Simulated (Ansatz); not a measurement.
Cost and result for the atomization energy of C₂H₄AlN (`C=C=[N][AlH2]`) (8 atoms, 7 bonds).

Total charge 0; spin multiplicity 1. The structure was optimised at the PBE0-D4/def2-TZVP level. Program: Ansatz. All runs use 2 threads of an Arm Neoverse V2 on a shared host. Times are those of one run each, without the atoms' runs, and a repeat can differ threefold. Electronic energies, without spin–orbit coupling; frozen cores. CCSD(T)/CBS adds CCSD(T) − MP2 in def2-TZVPP to the MP2 limit, and its time is that of the two runs behind it. T1 = 0.015. B3LYP takes the VWN-RPA correlation (the form of Gaussian; ORCA's B3LYP/G). HSE06 is the plane-wave form, built on full-range PBE exchange.

CCSD(T)/CBS is a level of theory with its own doubt, some kJ/mol a heavy atom from the limit and from the frozen cores, so smaller differences don't rank the functionals.

| level | functions | wall time | atomization (kcal/mol) | difference from CCSD(T)/CBS | per bond |
| --- | --- | --- | --- | --- | --- |
| revPBE-D4/def2-TZVPP | 191 | 1.6 s | 722.6 | 6.1 | 0.9 |
| CCSD(T)/def2-SVP | 80 | 1.8 s | 679.2 | -37.3 | -5.3 |
| PBE-D4/def2-TZVPP (with forces) | 191 | 2 s | 741.5 | 25.0 | 3.6 |
| PBE0-D4/def2-TZVPP | 191 | 2.1 s | 722.6 | 6.1 | 0.9 |
| HSE06-D4/def2-TZVPP | 191 | 2.5 s | 723.3 | 6.8 | 1.0 |
| CAM-B3LYP-D4/def2-TZVPP | 191 | 2.9 s | 725.7 | 9.2 | 1.3 |
| B3LYP-D4/def2-TZVPP (with forces) | 191 | 3.3 s | 725.4 | 8.9 | 1.3 |
| B97M-V/def2-TZVPP | 191 | 7 s | 730.7 | 14.2 | 2.0 |
| ωB97X-V/def2-TZVPP | 191 | 7 s | 721.5 | 5.0 | 0.7 |
| ωB97M-V/def2-TZVPP (with forces) | 191 | 9 s | 722.7 | 6.2 | 0.9 |
| MP2/def2-QZVPP | 361 | 12 s | 723.6 | 7.1 | 1.0 |
| CCSD(T)/def2-TZVPP | 191 | 38 s | 696.3 | -20.2 | -2.9 |
| CCSD(T)/CBS(def2) | – | 50 s | 716.5 | 0.0 | 0.0 |

From r2SCAN to r2SCAN0 (25 % exact exchange), in def2-TZVPP and without D4, the atomization energy moves by −16.0 kcal/mol: exact exchange takes away binding that semilocal exchange gives to molecules. In def2-TZVPP, CCSD(T) changes the Hartree–Fock value by +185.7 kcal/mol (the triples alone add +13.3 kcal/mol) and MP2 by +200.9 kcal/mol; breaking electron pairs costs correlation energy, which Hartree–Fock lacks. At CCSD(T), def2-SVP lies −37.2 kcal/mol from the extrapolated value and def2-TZVPP −20.2 kcal/mol: correlation converges slowly with the basis, and small sets miss more of it in the bonded molecule than in its fragments.
